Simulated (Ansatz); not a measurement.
The cluster Re₂Te₃, 5 atoms. Hardware: 4 threads of Arm Neoverse V1 on a shared host.

In the def2 sets Re, Te take a core potential; there is no spin–orbit coupling. Correlated methods freeze 12 core orbitals; core or outer-core shells of Re, Te are correlated, in sets that lack core-valence functions.

**Question.** How many basis functions does each of these Ansatz runs have, and roughly what does it cost? PBE0-D4/def2-TZVP, charge 0 singlet, energy, from earlier orbitals; HF/def2-TZVP, charge 0 singlet, energy, from earlier orbitals; PBE-D4/def2-TZVP, charge 0 singlet, energy and forces, from earlier orbitals; MP2/def2-TZVP, charge 0 singlet, energy, from earlier orbitals; r2SCAN-D4/def2-TZVP, charge 0 singlet, energy, from earlier orbitals; CCSD(T)/def2-SVP, charge 0 singlet, energy, from earlier orbitals; PBE-D4/def2-SVP, charge 0 singlet, energy, from earlier orbitals; PBE-D4/def2-SVP, charge 0 singlet, relaxation, 7 steps; PBE0-D4/def2-SVP, charge 0 singlet, energy, from earlier orbitals; HSE06-D4/def2-TZVP, charge 0 singlet, energy, from earlier orbitals; r2SCAN0-D4/def2-TZVP, charge 0 singlet, energy, from earlier orbitals.

**Answer.** Other jobs shared the machine, so times can vary by a factor of up to 3. A dash marks memory too small to be measured apart from the calling script's.

| run | functions | fitting or Cholesky vectors | wall time | peak host memory (GiB) |
| --- | --- | --- | --- | --- |
| PBE-D4/def2-SVP, charge 0 singlet, energy, from earlier orbitals | 142 | 1554 | 3.1 s | – |
| PBE0-D4/def2-SVP, charge 0 singlet, energy, from earlier orbitals | 142 | 1633 | 5.5 s | – |
| PBE-D4/def2-TZVP, charge 0 singlet, energy and forces, from earlier orbitals | 230 | 1842 | 6 s | – |
| HSE06-D4/def2-TZVP, charge 0 singlet, energy, from earlier orbitals | 230 | 2104 | 9.5 s | 1.1 |
| r2SCAN-D4/def2-TZVP, charge 0 singlet, energy, from earlier orbitals | 230 | 1842 | 13 s | – |
| PBE0-D4/def2-TZVP, charge 0 singlet, energy, from earlier orbitals | 230 | 2104 | 14 s | 1.1 |
| PBE-D4/def2-SVP, charge 0 singlet, relaxation, 7 steps | 142 | 1554 | 20 s | – |
| HF/def2-TZVP, charge 0 singlet, energy, from earlier orbitals | 230 | 2533 | 23 s | 1.4 |
| r2SCAN0-D4/def2-TZVP, charge 0 singlet, energy, from earlier orbitals | 230 | 2104 | 31 s | 1.3 |
| MP2/def2-TZVP, charge 0 singlet, energy, from earlier orbitals | 230 | 2182 | 38 s | 1.1 |
| CCSD(T)/def2-SVP, charge 0 singlet, energy, from earlier orbitals | 142 | 1633 | 3.6 min | 1.7 |
